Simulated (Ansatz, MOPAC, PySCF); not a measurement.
Molecule: trifluorogermane, GeHF$_{3}$, charge 0, multiplicity 1. SMILES: [F][GeH]([F])[F]
Geometry: optimised at B3LYP-D3(BJ)/def2-TZVP (Ansatz, a quantum-chemistry and plane-wave program).

Unscaled harmonic wavenumbers (cm⁻¹) in rising order, each level at the stationary point that it reaches from this structure (no distance between atoms moves by over 0.3 Å); the order of modes can differ between levels, and a negative number is imaginary. B3LYP-D3(BJ)/def2-TZVP (PySCF, at the structure above): 225, 225, 279, 698, 698, 722, 748, 748, 2251.

AM1 (MOPAC): 206, 206, 248, 561, 561, 760, 789, 789, 1855. Zero-point energy 8.5 against 9.4 kcal/mol; where all levels lie over 400 cm⁻¹, the wavenumbers are on average 0.933 times those of B3LYP-D3(BJ)/def2-TZVP.

PM6 (MOPAC): 170, 170, 216, 611, 611, 642, 683, 683, 2455. Zero-point energy 8.9 against 9.4 kcal/mol; where all levels lie over 400 cm⁻¹, the wavenumbers are on average 0.927 times those of B3LYP-D3(BJ)/def2-TZVP.

B3LYP/6-31G* with LANL2DZ past Ar (Ansatz): 232, 233, 298, 716, 753, 753, 766, 766, 2209. Zero-point energy 9.6 against 9.4 kcal/mol; where all levels lie over 400 cm⁻¹, the wavenumbers are on average 1.030 times those of B3LYP-D3(BJ)/def2-TZVP.
